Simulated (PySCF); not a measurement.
**How methods differ on the interval between two levels of Fe**

Fe [Ar] 3d6 4s2 [5D4, M_J = 4] → Fe [Ar] 3d6 4s1 4p1 [7F6, M_J = 6], as a difference of total energies. All numbers are calculated (PySCF 2.14, the two-component X2C-1e Hamiltonian, in x2c-SVPall-2c with one added diffuse shell each of s, d type (6s5p4d1f, 48 functions)). Correlated levels: [Ne] frozen; the 6 highest virtual spinors dropped. "Screened" scales the spin-orbit matrix elements by Boettger's factors to mimic the two-electron term; Breit and QED terms are absent.

| method | interval between two levels (cm⁻¹) |
| --- | --- |
| GHF (spin-free) | 22226 |
| GMP2 (spin-free) | 27024 |
| GHF (screened spin-orbit) | 22467 |
| GMP2 (screened spin-orbit) | 27273 |

Errors of the correlated levels include the incompleteness of this basis and the frozen core.

The labels give the starting determinants; with spin-orbit coupling the two ends relaxed to ⟨J²⟩ = 20.02, ⟨L²⟩ = 6.01, ⟨S²⟩ = 6.01 and ⟨J²⟩ = 42.01, ⟨L²⟩ = 12.02, ⟨S²⟩ = 12.00.

For comparison: 22650 cm⁻¹ (measured; NIST Handbook of Basic Atomic Spectroscopic Data (Sansonetti and Martin, J. Phys. Chem. Ref. Data 34, 1559 (2005))).
